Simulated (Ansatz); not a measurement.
## Cost against result

Saddle point of CH7FGe, closed shell (CH₆Ge ([CH3][GeH3]) + HF → GeH₃F ([F][GeH3]) + CH₄; bonds formed: Ge1–F7, C2–H6; bonds broken: Ge1–C2, H6–F7), PBE0-D4/def2-TZVP structure:

```
10
angstrom
Ge -0.8147 0.7631 -0.2035
C 0.9333 -0.6962 -0.1090
H -0.2351 1.0338 -1.6220
H -0.6712 2.0692 0.5783
H -2.2061 0.1642 -0.4116
H 0.0904 -0.5238 0.8630
F -0.8218 -0.1963 1.6517
H 0.6517 -1.2460 -1.0047
H 1.6937 0.0498 -0.3312
H 1.3798 -1.4179 0.5892
```

Barriers are electronic and count from the start structure reached by relaxing down the imaginary mode.

Ansatz 0.2.0; basis: as named in each row; cores frozen in the correlated methods. Filled d shells of the heavier atoms are correlated. The def2 sets are not built for correlating such inner shells, so the correlated values are less sure here. B3LYP uses VWN-RPA correlation. Extrapolation: Hartree–Fock as exp(−7.88 √X), correlation as X^−2.97.

Times are rough, for one single point on 4 threads of a shared host (Arm Neoverse V2).

The estimate by CCSD(T) at an estimated basis limit (MP2 extrapolated from triple and quadruple zeta, plus CCSD(T) − MP2 in triple zeta) is 193.7 kJ/mol.

```
      method       basis  time (s)  barrier (kJ/mol)  method less estimate
          HF      STO-3G   under 1             384.8                 191.1
      PBE-D4      STO-3G   under 1             168.1                 -25.6
       SPW92    def2-SVP   under 1             114.2                 -79.5
    B3LYP-D4       6-31G   under 1             151.0                 -42.7
      PBE-D4    def2-SVP   under 1             139.0                 -54.7
       SPW92  def2-TZVPP   under 1             131.5                 -62.2
     PBE0-D4    def2-SVP   under 1             163.7                 -30.0
      PBE-D4  def2-TZVPP         1             154.7                 -39.0
     BLYP-D4  def2-TZVPP         1             164.5                 -29.2
    B3LYP-D4  def2-TZVPP         1             178.7                 -15.0
    BHLYP-D4  def2-TZVPP         1             197.5                   3.8
     PBE0-D4  def2-TZVPP         2             174.1                 -19.6
CAM-B3LYP-D4  def2-TZVPP         2             180.4                 -13.3
   r2SCAN-D4  def2-TZVPP         2             163.2                 -30.5
     CCSD(T)    def2-SVP         2             195.5                   1.8
  r2SCAN0-D4  def2-TZVPP         2             178.5                 -15.2
      B2PLYP  def2-TZVPP         3             184.2                  -9.5
    PBE-QIDH  def2-TZVPP         3             186.1                  -7.6
  RPA on PBE  def2-TZVPP         3             186.5                  -7.2
     wB97M-V    def2-SVP         3             166.0                 -27.7
     wB97X-V  def2-TZVPP         4             180.7                 -13.0
     wB97M-V  def2-TZVPP         4             177.7                 -16.0
      B97M-V  def2-TZVPP         5             175.8                 -17.9
         MP2  def2-QZVPP        11             188.8                  -4.9
     CCSD(T)  def2-TZVPP        57             191.4                  -2.3
```

All methods are single points on the PBE0-D4 structures.

T1 diagnostic: at most 0.013.

Labels in which every atom is bracketed show which atoms are joined, not bond orders.
